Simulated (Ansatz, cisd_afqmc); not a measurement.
System: O, charge 1, quartet.

Total energies in aug-cc-pVTZ, 5 correlated electrons, 1 frozen orbitals. Open shells are spin-unrestricted; no spin-orbit coupling. Cores are frozen in correlated methods. No relativity. AFQMC is phaseless with a CISD trial state; ± is one standard error, without the phaseless bias. Outlying blocks are dropped, and bars are widened where a walk drifts. Over all cases where full CI ran beside it in this data, AFQMC minus full CI had a median of +0.1 mEh and passed +0.4 mEh in a tenth of the cases. Full CI freezes restricted core orbitals and the other rows unrestricted ones, which leaves a small offset even where coupled cluster is exact.

| method | program | energy (Eh) | error against FCI (mEh) |
|---|---|---|---|
| HF | Ansatz | -74.37075 | 115.00 |
| MP2 | Ansatz | -74.46920 | 16.55 |
| CCSD | Ansatz | -74.48413 | 1.62 |
| CCSD(T) | Ansatz | -74.48580 | -0.05 |
| CCSDT(Q) | Ansatz | -74.48604 | -0.29 |
| CCSDTQ | Ansatz | -74.48604 | -0.29 |
| AFQMC/CISD | cisd_afqmc | -74.4860 ± 0.0001 | -0.2 ± 0.1 |
| FCI | Ansatz | -74.48575 | 0.00 |

Ansatz is an electronic-structure program.
